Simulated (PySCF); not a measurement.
# Radial density of V³⁺ (vanadium, charge +3)

PW91, [Ar] 3d2, high-spin 3F determinant. Computed with PySCF 2.14 in aug-cc-pwCVTZ (10s9p7d4f3g, 127 functions), with the non-relativistic Hamiltonian (point nucleus).

| r (bohr) | 4πr²ρ (e/bohr) | 4πr²(ρα − ρβ) |
| --- | --- | --- |
| 0.00118 | 0.1360 | 0.0000 |
| 0.00199 | 0.3708 | 0.0000 |
| 0.00335 | 0.9859 | 0.0000 |
| 0.00563 | 2.511 | -0.0001 |
| 0.00947 | 5.957 | -0.0001 |
| 0.0159 | 12.54 | -0.0003 |
| 0.0268 | 21.66 | -0.0008 |
| 0.0450 | 27.28 | -0.0015 |
| 0.0758 | 23.16 | -0.0025 |
| 0.127 | 22.00 | 0.0042 |
| 0.214 | 29.66 | 0.0932 |
| 0.361 | 16.79 | 0.5241 |
| 0.607 | 9.560 | 1.3841 |
| 1.02 | 9.863 | 1.5656 |
| 1.72 | 1.938 | 0.6066 |
| 2.89 | 0.07254 | 0.0533 |
| 4.85 | 0.0004368 | 0.0004 |

(1) Where is the radial spin density 4πr²(ρα − ρβ) most negative, and why is it negative at all?

Answers

(1) Around r = 0.0758 bohr, down to -0.0025 e/bohr: exchange with the open shell polarises the paired shells in an unrestricted calculation.
